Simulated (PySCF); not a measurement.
## Worked example: entropy of an ideal gas

WOSFCl, SMILES [S]=[W]([Cl])(=[O])[F], multiplicity 1.

The structure is a stationary point at B3LYP-D3(BJ)/def2-SVP. The multiplicity is an assumed one; no other spin state was optimised. The structure was generated by enumeration; whether it is a known compound was not checked. The def2 effective core potentials stand for the cores of W; spin–orbit coupling is left out.

PySCF 2.14.0 with B3LYP-D3(BJ)/def2-SVP gives the harmonic wavenumbers 138, 153, 189, 236, 281, 414, 554, 704, 1027 cm⁻¹ and the rotational temperatures 0.1146, 0.0829, 0.0670 K. The molar mass is 286.35 g/mol, the symmetry number 1, the spin multiplicity 1.

Task: Work out the entropy at 298.15 K and 1 atm in the rigid-rotor, harmonic-oscillator model.

Result: 
Translation (Sackur–Tetrode at 1 atm): S = R[1.5 ln M + 2.5 ln T − 1.16487] = 179.3 J/(mol K).
Rotation: q = (√π/σ) T^1.5/√(θA θB θC) = 362000, S = R[ln q + 3/2] = 118.9 J/(mol K).
Vibration: with u = 1.4388 ν/T, each mode gives R[u/(e^u − 1) − ln(1 − e^−u)]:
```csv
ν (cm⁻¹),modes,u,S (J/(mol K))
138,1,0.67,11.85
153,1,0.74,11.02
189,1,0.91,9.36
236,1,1.14,7.67
281,1,1.36,6.39
414,1,2.00,3.82
554,1,2.67,2.24
704,1,3.40,1.26
1027,1,4.96,0.35
```
These are all the modes. Sum 54.0 J/(mol K).
Spin: R ln 1 = 0.0 J/(mol K).
Total 352.1 J/(mol K); the program's own thermochemistry gives 352.2. Translation makes up 51 % and vibration 15 %. Anharmonicity, hindered rotation and orbital degeneracy are left out.
